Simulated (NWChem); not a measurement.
Everything below was run with NWChem. System: FIn, charge 0, spin multiplicity 1, at a geometry optimised with PBE0/def2-SVP with def2 effective core potentials on In. The structure started from a generated list of species. Level: RHF/def2-TZVP with def2 effective core potentials on In.

Input file:

```
start mol
memory heap 200 mb stack 900 mb global 1100 mb
geometry units angstroms nocenter noautoz
  In     0.000000     0.000000    -0.309755
  F      0.000000     0.000000     1.686442
  symmetry group C2v
end
basis spherical
  * library def2-tzvp
end
ecp
  In library def2-ecp
end
scf
  rhf
  nopen 0
  maxiter 100
  thresh 1e-7
  semidirect memsize 60000000 filesize 0
end
task scf energy
```

Output (cleaned and shortened):

```
             Northwest Computational Chemistry Package (NWChem) 7.3.0
             --------------------------------------------------------

                                NWChem Input Module
                                -------------------

 Scaling coordinates for geometry "geometry" by  1.889725989
 (inverse scale =  0.529177249)

 Turning off AUTOSYM since
 SYMMETRY directive was detected!

                             Geometry "geometry" -> ""
                             -------------------------

 Output coordinates in angstroms (scale by  1.889725989 to convert to a.u.)

  No.       Tag          Charge          X              Y              Z
 ---- ---------------- ---------- -------------- -------------- --------------
    1 In                  49.0000     0.00000000     0.00000000    -0.30975500
    2 F                    9.0000     0.00000000     0.00000000     1.68644200

 Effective nuclear repulsion energy (a.u.)     116.9058799351

            Nuclear Dipole moment (a.u.)
            ----------------------------
        X                 Y               Z
 ---------------- ---------------- ----------------
     0.0000000000     0.0000000000    -0.0000321253

      Symmetry information
      --------------------

 Group name             C2v
 Group number             16
 Group order               4
 No. of unique centers     2

      Symmetry unique atoms

     1    2


 Summary of "ao basis" -> "" (spherical)
 ------------------------------------------------------------------------------
       Tag                 Description            Shells   Functions and Types
 ---------------- ------------------------------  ------  ---------------------
 *                         def2-tzvp                  on all atoms

 Summary of "ao basis" -> "ao basis" (spherical)
 ------------------------------------------------------------------------------
       Tag                 Description            Shells   Functions and Types
 ---------------- ------------------------------  ------  ---------------------
 In                        def2-tzvp                16       50   6s5p3d2f
 F                         def2-tzvp                11       31   5s3p2d1f

                                 NWChem SCF Module
                                 -----------------

  ao basis        = "ao basis"
  functions       =    81
  atoms           =     2
  closed shells   =    15
  open shells     =     0
  charge          =   0.00
  wavefunction    = RHF
  use symmetry    = T
  symmetry adapt  = T

 Summary of "ao basis" -> "ao basis" (spherical)
 ------------------------------------------------------------------------------
       Tag                 Description            Shells   Functions and Types
 ---------------- ------------------------------  ------  ---------------------
 In                        def2-tzvp                16       50   6s5p3d2f
 F                         def2-tzvp                11       31   5s3p2d1f

      Symmetry analysis of basis
      --------------------------

        a1         35
        a2          8
        b1         19
        b2         19

 Forming initial guess at       0.2s

      Superposition of Atomic Density Guess
      -------------------------------------

 Sum of atomic energies:        -317.47749819

      Non-variational initial energy
      ------------------------------

 Total energy =    -288.439042
 1-e energy   =    -573.970984
 2-e energy   =     235.429422
 HOMO         =      -0.327216
 LUMO         =      -0.001760
[...]
 Starting SCF solution at       2.0s

 ----------------------------------------------
         Quadratically convergent ROHF

 Convergence threshold     :          1.000E-07
 Maximum no. of iterations :          100
 Final Fock-matrix accuracy:          1.000E-09
 ----------------------------------------------

              iter       energy          gnorm     gmax       time
             ----- ------------------- --------- --------- --------
                 1     -288.6825559696  1.16D+00  3.85D-01      2.0
                 2     -288.7509051976  2.14D-01  6.31D-02      2.0
                 3     -288.7558953270  1.20D-02  3.63D-03      2.1
                 4     -288.7559154381  4.55D-05  1.53D-05      2.3
                 5     -288.7559154383  4.36D-09  1.14D-09      2.5

       Final RHF  results
       ------------------

         Total SCF energy =   -288.755915438295
      One-electron energy =   -575.636472121268
      Two-electron energy =    236.778036710774
 Nuclear repulsion energy =     50.102519972199

        Time for solution =      0.5s

       Symmetry analysis of molecular orbitals - final
       -----------------------------------------------

  Numbering of irreducible representations:

     1 a1          2 a2          3 b1          4 b2

  Orbital symmetries:

     1 a1          2 a1          3 b1          4 b2          5 a1
     6 a1          7 a2          8 a1          9 b2         10 b1
    11 a1         12 a1         13 b2         14 b1         15 a1
    16 b2         17 b1         18 a1         19 b1         20 b2
    21 a1         22 a1         23 a2         24 a1         25 b2

             Final eigenvalues
             -----------------

              1
    1  -26.1781
    2   -5.3835
    3   -3.6399
    4   -3.6399
    5   -3.6320
    6   -1.4503
    7   -1.0275
    8   -1.0275
    9   -1.0202
   10   -1.0202
   11   -1.0179
   12   -0.5768
   13   -0.5374
   14   -0.5374
   15   -0.3513
   16    0.0199
   17    0.0199
   18    0.0692
   19    0.1483
   20    0.1483
   21    0.1982
   22    0.2611
   23    0.2611
   24    0.2766
   25    0.3037

                       ROHF Final Molecular Orbital Analysis
                       -------------------------------------

 Vector   13  Occ=2.000000D+00  E=-5.374234D-01  Symmetry=b2
              MO Center= -8.9D-31,  2.0D-16,  1.6D+00, r^2= 6.0D-01
   Bfn.  Coefficient  Atom+Function         Bfn.  Coefficient  Atom+Function
  ----- ------------  ---------------      ----- ------------  ---------------
    57      0.474102  2 F  py                60      0.413515  2 F  py
    63      0.290623  2 F  py

 Vector   14  Occ=2.000000D+00  E=-5.374234D-01  Symmetry=b1
              MO Center=  9.6D-17,  7.4D-31,  1.6D+00, r^2= 6.0D-01
   Bfn.  Coefficient  Atom+Function         Bfn.  Coefficient  Atom+Function
  ----- ------------  ---------------      ----- ------------  ---------------
    56      0.474102  2 F  px                59      0.413515  2 F  px
    62      0.290623  2 F  px

 Vector   15  Occ=2.000000D+00  E=-3.512760D-01  Symmetry=a1
              MO Center=  1.7D-15, -4.6D-16, -6.1D-01, r^2= 2.7D+00
   Bfn.  Coefficient  Atom+Function         Bfn.  Coefficient  Atom+Function
  ----- ------------  ---------------      ----- ------------  ---------------
     2      0.599548  1 In s                  5      0.585267  1 In s
     6      0.534561  1 In s                  1     -0.441437  1 In s
     3     -0.352011  1 In s                  4     -0.268778  1 In s
    18     -0.175947  1 In pz                58      0.165387  2 F  pz

 Vector   16  Occ=0.000000D+00  E= 1.992017D-02  Symmetry=b2
              MO Center= -2.3D-30,  1.2D-16, -4.6D-01, r^2= 7.7D+00
   Bfn.  Coefficient  Atom+Function         Bfn.  Coefficient  Atom+Function
  ----- ------------  ---------------      ----- ------------  ---------------
    20      0.747105  1 In py                17      0.209931  1 In py
    14      0.206409  1 In py                11     -0.204649  1 In py

 Vector   17  Occ=0.000000D+00  E= 1.992017D-02  Symmetry=b1
              MO Center= -1.9D-15, -5.9D-31, -4.6D-01, r^2= 7.7D+00
   Bfn.  Coefficient  Atom+Function         Bfn.  Coefficient  Atom+Function
  ----- ------------  ---------------      ----- ------------  ---------------
    19      0.747105  1 In px                16      0.209931  1 In px
    13      0.206409  1 In px                10     -0.204649  1 In px

 Vector   18  Occ=0.000000D+00  E= 6.917101D-02  Symmetry=a1
              MO Center=  7.3D-15, -3.4D-15, -7.0D-01, r^2= 1.1D+01
   Bfn.  Coefficient  Atom+Function         Bfn.  Coefficient  Atom+Function
  ----- ------------  ---------------      ----- ------------  ---------------
    21      1.192715  1 In pz                18     -0.398242  1 In pz
    34     -0.232767  1 In d  0

 center of mass
 --------------
 x =   0.00000000 y =   0.00000000 z =  -0.05013424

 moments of inertia (a.u.)
 ------------------
         231.989503734119           0.000000000000           0.000000000000
           0.000000000000         231.989503734119           0.000000000000
           0.000000000000           0.000000000000           0.000000000000

  Mulliken analysis of the total density
  --------------------------------------

    Atom       Charge   Shell Charges
 -----------   ------   -------------------------------------------------------
    1 In  21    20.35   0.40 -0.84  1.58  0.85  1.02  0.88 -0.41  6.37  0.21  0.17  0.02  8.95  1.05  0.07  0.03  0.00
    2 F    9     9.65   0.77  1.20  0.59  0.99  0.40  2.23  2.26  1.20  0.00  0.00  0.00

       Multipole analysis of the density wrt the origin
       ------------------------------------------------

     L   x y z        total         open         nuclear
     -   - - -        -----         ----         -------
     0   0 0 0      0.000000      0.000000     30.000000

     1   1 0 0     -0.000000      0.000000      0.000000
     1   0 1 0     -0.000000      0.000000      0.000000
     1   0 0 1     -1.297341      0.000000     16.389826

     2   2 0 0    -18.719200      0.000000      0.000000
     2   1 1 0     -0.000000      0.000000      0.000000
     2   1 0 1      0.000000      0.000000      0.000000
     2   0 2 0    -18.719200      0.000000      0.000000
     2   0 1 1      0.000000      0.000000      0.000000
     2   0 0 2    -27.358850      0.000000     98.603124

 Task  times  cpu:        2.4s     wall:        2.4s

 Total times  cpu:        2.5s     wall:        2.5s
```
